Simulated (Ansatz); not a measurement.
An input meant for the cluster Na₆H₆ (charge 0, triplet).

```yaml
crystal:
  periodic: [false, false, false]
  atoms:
    - {symbol: Na, position_ang: [1.343438, 0.514237, 1.917979]}
    - {symbol: Na, position_ang: [1.742317, -0.286975, -1.626608]}
    - {symbol: Na, position_ang: [-1.738578, 0.290911, 1.625038]}
    - {symbol: Na, position_ang: [-1.341482, -0.517183, -1.913189]}
    - {symbol: Na, position_ang: [-0.710875, 2.214702, -0.581082]}
    - {symbol: Na, position_ang: [0.706774, -2.213792, 0.579015]}
    - {symbol: H, position_ang: [-0.244485, -1.157287, 2.198344]}
    - {symbol: H, position_ang: [0.246305, 1.157578, -2.196757]}
    - {symbol: H, position_ang: [2.383796, -0.613739, 0.406096]}
    - {symbol: H, position_ang: [-0.175200, 1.987025, 1.496336]}
    - {symbol: H, position_ang: [-2.386152, 0.616340, -0.407835]}
    - {symbol: H, position_ang: [0.174134, -1.991797, -1.497337]}
basis:
  gaussian: {orbitals: 6-31G}
magnetization: {spin_polarized: true, initial_magnetization: 2}
hamiltonian: {xc: {name: B2PLYP}, dispersion: d2}
scf: {lower_state_search: full}
output: {forces: true}
```

```sh
$ ansatz run in.yaml --threads 4 --pin off --events-out ev --progress --plain --max-ram 8704MiB
```

It prints (some lines left out):

```
Error: YAML parse error: error: line 19 column 47: hamiltonian.dispersion: `d2` is not `none`, `rvv10`, `d3bj`, `d3bjatm`, `d4` or a map `{method: …, s8: …, a1: …, a2_bohr: …}` (numbers without units, a2 in bohr) or `{method: …, functional: …}`
17 |   gaussian: {orbitals: 6-31G}
18 | magnetization: {spin_polarized: true, initial_magnetization: 2}
19 | hamiltonian: {xc: {name: B2PLYP}, dispersion: d2}
20 | scf: {lower_state_search: full}
21 | output: {forces: true}
```

Problem. What is wrong with this run?

Solution. The program holds no damping parameters for this pairing of functional and dispersion term, so they'd have to be typed. The program refused the input.
